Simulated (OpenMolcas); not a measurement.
## Predicting a hybrid from its neighbours: SiH2Br2 (dibromosilane)

The species is SiH2Br2 (5 atoms), meant as a singlet with charge 0. SMILES: `Br[SiH2]Br`. Geometry: relaxed at PBE0-D4/def2-TZVP.

The vertical ionisation energy (to the doublet cation) y, in eV, basis def2-SVP; a is the functional's share of exact exchange. Programs: OpenMolcas 26.06.

| functional | program | a | y (eV) |
| --- | --- | --- | --- |
| r2SCAN | OpenMolcas | 0 | 10.47 |
| revPBE | OpenMolcas | 0 | 10.11 |
| B3LYP | OpenMolcas | 0.2 | 10.52 |
| PBE0 | OpenMolcas | 0.25 | ? |
| BHLYP | OpenMolcas | 0.5 | 10.94 |

Q: Fit y = c + s·a to the known rows and predict PBE0.

A: 
1. Means of the 4 rows: a = 0.1750, y = 10.510.
2. Σ(Δa)² = 0.1675, Σ(Δa·Δy) = 0.217, so the slope is 0.217/0.1675 = 1.2955.
3. Intercept: 10.510 − (1.2955) × 0.1750 = 10.283. The largest residual of the fit is 0.19.
4. PBE0: 10.283 + (1.2955) × 0.25 = 10.61 eV.

The run gave 10.65 eV, so the prediction is off by -0.04 eV, within the scatter of the fit. The rows mix families of semi-local functionals, which the line can't see. Spin-orbit coupling is left out.
